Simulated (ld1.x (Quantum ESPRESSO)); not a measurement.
Pseudopotential generation for H (Z = 1): PAW, PBE, scalar-relativistic.

```
Element                 : H
Generator               : ld1.x (Quantum ESPRESSO) 7.5
Type                    : PAW
Functional              : PBE
Relativity              : scalar-relativistic
Frozen core             : none
Valence charge          : 1
Reference configuration : 1s1
Partial waves           : 1s (bound): rcut 0.95, rcutus 1.25 bohr; 1s channel at 0.05 Ry: rcut 0.95, rcutus 1.25 bohr; 2p channel at 0.1 Ry: rcut 1.05, rcutus 1.40 bohr; 2p channel at 0.65 Ry: rcut 1.05, rcutus 1.40 bohr
Local potential         : all-electron potential smoothed inside 1.05 bohr (lloc = -2)
Core correction         : none
Augmentation charge     : BESSEL, radius 0.80 bohr
```

- Cutoffs needed: 15 Ry and 25 Ry (the cutoffs (Ry, on a coarse ladder) from which the occupation-weighted sum of valence levels, in a spherical-Bessel basis at the reference potential, stays within 10 and 1 mRy of its value at 400 Ry)
- Ghost test: no extra level below or beside the all-electron valence levels (s, p, d, f tested) (spherical-Bessel basis up to 400 Ry, 20 bohr box)
- Lowest eigenvalue of the overlap operator: 0.99 (s channel)
